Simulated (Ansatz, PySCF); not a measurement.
This PySCF input computes a r2SCAN/def2-TZVPD energy:

```python
from pyscf import gto, scf, dft

mol = gto.M(
    atom='''
    C     1.90141299   -0.05217636   -0.09442359
    C     0.70093433   -0.25253804   -0.02282839
    C    -0.65139252   -0.45644482    0.05670353
    O    -1.55756717    0.56053748    0.05076025
    H     2.94865388    0.11205656   -0.15633797
    H    -1.10509655   -1.43199182    0.12996647
    H    -1.08874878    1.40259078   -0.01641985
    ''',
    basis='def2-tzvpd',
    charge=0,
    spin=1,
    verbose=4,
)

mf = dft.UKS(mol, xc='r2scan').density_fit(auxbasis='def2-universal-jkfit')
mf.grids.level = 4
mf.conv_tol = 1e-9
mf.max_cycle = 100
mf.max_memory = 1500
mf.kernel()
if not mf.converged:
    mf = mf.newton()
    mf.kernel(mf.make_rdm1())
for _ in range(2):
    mo, _, stable, _ = mf.stability(return_status=True)
    if stable:
        break
    mf.kernel(mf.make_rdm1(mo, mf.mo_occ))
mf.analyze()
```

### Question
Write an input for the same energy in Ansatz (a quantum-chemistry and plane-wave program) and say what it gives.

### Answer

Ansatz 0.2 input:
```yaml
crystal:
  periodic: [false, false, false]
  atoms:
    - {symbol: C, position_ang: [1.90141299, -0.05217636, -0.09442359]}
    - {symbol: C, position_ang: [0.70093433, -0.25253804, -0.02282839]}
    - {symbol: C, position_ang: [-0.65139252, -0.45644482, 0.05670353]}
    - {symbol: O, position_ang: [-1.55756717, 0.56053748, 0.05076025]}
    - {symbol: H, position_ang: [2.94865388, 0.11205656, -0.15633797]}
    - {symbol: H, position_ang: [-1.10509655, -1.43199182, 0.12996647]}
    - {symbol: H, position_ang: [-1.08874878, 1.40259078, -0.01641985]}
basis:
  gaussian:
    orbitals: def2-TZVPD
hamiltonian:
  xc: {name: r2SCAN}
magnetization: {spin_polarized: true, initial_magnetization: 1}
output: {forces: true}
```
It gives -191.19814 Eh, and PySCF -191.19819 Eh, a difference of 0.05 mEh, from the treatment of integrals and grids.

It need not be the lowest isomer of its formula.
